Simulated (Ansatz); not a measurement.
Consider the redistribution: `[OH][Hf]([OH])([I])[I]` + `OC(F)O[SiH3]` → `[OH][Hf]([OH])([OH])[I]` + `FC(I)O[SiH3]`.

Gas-phase electronic energies from Ansatz, PBE0-D4/def2-TZVP geometries. CBS: MP2 limit from def2 TZ/QZ plus the TZ coupled-cluster correction, frozen cores. DFT in def2-TZVPP. Elements past krypton have def2 core potentials. For Hf, I outer-core shells are correlated without core-valence functions, which leaves a few kJ/mol of doubt a bond. Each species was taken in one conformer, which may not be the lowest.

```tsv
level	ΔE (kcal/mol)	difference from CCSD(T)/CBS
B97M-V	12.3	0.1
ωB97X-V	13.1	0.9
PBE	10.4	-1.8
BLYP	7.5	-4.7
PBE0	14.1	1.9
LC-ωPBE	13.8	1.6
HF/def2-SVP	22.8	10.6
CCSD/def2-SVP	16.8	4.6
HF/def2-QZVPP	19.6	7.4
HF/CBS(def2)	19.6	7.4
CCSD(T)/CBS	12.2	0
```

Largest T1 diagnostic among the species: 0.014.

From BLYP to BHLYP (50 % exact exchange), in def2-TZVPP and without D4, ΔE moves by +7.2 kcal/mol. At CCSD(T), def2-SVP lies +4.3 kcal/mol from the extrapolated value and def2-TZVPP +1.8 kcal/mol. The D4 term adds −0.7 kcal/mol with B3LYP and −0.3 kcal/mol with PBE0; it sums over pairs of atoms, weighted by their polarisabilities, and B3LYP, whose exchange is more repulsive, gets the larger term.

CCSD(T)/CBS has its own doubt, a few kJ/mol and more with outer-core shells, so smaller differences from it don't rank the levels.

B3LYP here is the variant with VWN-RPA as its local correlation; programs differ in this.
